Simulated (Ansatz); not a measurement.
C$_{4}$H$_{9}$AlF$_{2}$ (`C[C](C)(C)[Al]([F])[F]`) at its PBE0-D4/def2-TZVP geometry, where that method's forces vanish. Charge 0, multiplicity 1.

```xyz
16

C     0.1119   -0.7943   -1.2955
C    -0.0167   -0.0073    0.0127
C    -1.2146   -0.5237    0.8068
C     1.2649   -0.1971    0.8298
Al   -0.2200    1.8947   -0.4155
F     0.9567    2.6985   -1.2405
F    -1.5437    2.7761    0.0088
H     0.2765   -1.8575   -1.0736
H     0.9562   -0.4549   -1.9024
H    -0.7918   -0.7318   -1.9099
H    -1.3366   -0.0005    1.7590
H    -1.0811   -1.5903    1.0328
H    -2.1526   -0.4211    0.2546
H     1.2201    0.3098    1.7987
H     1.4197   -1.2656    1.0330
H     2.1511    0.1650    0.3011
```

Question: What forces (eV/Å) does B3LYP-D4/def2-TZVPP give on these atoms in the Gaussian-basis code of Ansatz? (Best estimate.)

Answer: Ansatz gave: 
```
C1   0.026 -0.146 -0.221
C2  -0.019  0.139 -0.029
C3  -0.202 -0.092  0.134
C4   0.223 -0.045  0.139
Al5 -0.003 -0.026  0.010
F6   0.104  0.067 -0.072
F7  -0.120  0.075  0.039
H8  -0.008  0.048 -0.028
H9  -0.051 -0.028  0.026
H10  0.053 -0.006  0.024
H11 -0.002 -0.034 -0.048
H12 -0.022  0.052 -0.003
H13  0.045 -0.010  0.038
H14  0.012 -0.026 -0.050
H15  0.007  0.055  0.000
H16 -0.044 -0.024  0.040
```

B3LYP here is the variant with VWN-RPA as its local correlation; programs differ in this.
